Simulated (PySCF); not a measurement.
PySCF 2.14 output of an unrestricted LC-wPBE calculation on a single atom or ion in ANO-RCC-VTZP, with scalar relativity by spin-free X2C-1e:

```
SCF conv_tol = 1e-09
number electrons alpha = 37  beta = 34
    O. A. Vydrov and G. E. Scuseria.,  J. Chem. Phys. 125, 234109 (2006)
cycle= 1 E= -15603.6697387953  delta_E= -0.0209  |g|= 0.443  |ddm|= 0.171
cycle= 2 E= -15603.6532636687  delta_E= 0.0165  |g|= 0.67  |ddm|= 0.121
cycle= 3 E= -15603.6820873744  delta_E= -0.0288  |g|= 0.0105  |ddm|= 0.0756
cycle= 4 E= -15603.6820984396  delta_E= -1.11e-05  |g|= 0.00035  |ddm|= 0.00357
cycle= 5 E= -15603.6820985985  delta_E= -1.59e-07  |g|= 0.000232  |ddm|= 0.000622
cycle= 6 E= -15603.6820986145  delta_E= -1.59e-08  |g|= 4.41e-05  |ddm|= 0.000216
cycle= 7 E= -15603.6820986147  delta_E= -1.82e-10  |g|= 9.74e-07  |ddm|= 1.19e-05
converged SCF energy = -15603.6820986147  <S^2> = 3.752364  2S+1 = 4.0011818
```

The run itself started from symmetry-adapted Hartree-Fock orbitals and held the occupation by maximum overlap, on a logarithmic radial grid, so the iterations belong to that start.

Which element, charge and spin multiplicity is this?

Ta(2+) (tantalum, charge +2), multiplicity 4; the state was [Xe] 4f14 5d2 6s1, high-spin 4F determinant (an excited configuration).

Spin-orbit coupling, absent here, splits the open shell strongly.
